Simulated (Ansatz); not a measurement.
Task: Name a neutral molecule of C, Cl, Si and H with HOMO energy (PBE/def2-TZVPP) between -6.45 and -6.15 eV and HOMO–LUMO gap (PBE0/def2-TZVPP) between 8.25 and 8.55 eV (Ansatz, PBE0-D4/def2-TZVP geometry).

Result: `CC(C)[Si](Cl)(C(C)C)C(C)C` (-6.32 eV, 8.40 eV). Other molecules can fit too; these were computed, each in one conformer that needn't be the lowest.
